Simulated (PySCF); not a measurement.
Zn(GeH3)2, H6Ge2Zn, SMILES [GeH3][Zn][GeH3], singlet, CAM-B3LYP/def2-SVP optimised geometry. Atoms within 1.6 Å of the plane z = 0.0 Å (x, y, z in Å): Ge2 (-0.56, -0.74, 0.00), H3 (0.99, -0.74, 0.00), H4 (-0.99, 0.74, 0.00), H5 (-0.99, -1.31, 1.37).

Method: CAM-B3LYP/def2-TZVP (PySCF). Cells within 0.4 Å of a nucleus heavier than hydrogen are left out (blank, or x).

Map of the electrostatic potential (hartree/e), clipped to [-0.08, 0.12] on the plane z = 0.0 Å:

```
|00000000000000000000000000000|
|00000000000000000000000000000|
|00000000000000000000000000000|
|00000000000000000000000000000|
|00000000000000000000000000000|
|00000000000000000000000000000|
|00000001222100000000000000000|
|00000013565421000000000000000|
|00000136999952000000000000000|
|00000259999994110000000000000|
|00001269999996321000000000000|
|00011279999999642100000000000|
|11111369999999985311000000000|
|11112479999999999532110000000|
|11223699999999999976421000000|
|12235899999999999999963100000|
|22246999999xx9999999995200000|
|2234699999xxxx999999997210000|
|2234699999xxxx999999997210000|
|22346999999xx9999999995200000|
|22345899999999999999963100000|
|22334699999999999976421000000|
|23334579999999999632210000000|
|23333457999999996421100000000|
|23333445679999864321000000000|
|23333344455666543211000000000|
|22333333444444332211100000000|
|22333333333333222111100000000|
|22233333333322222111110000000|
```
Scale: ten equal steps from -0.007 (start of '0') to 0.120 (end of '9'), in the order '0123456789'; x runs from -3.00 to 3.00, y from -3.00 (bottom) to 3.00 (top).
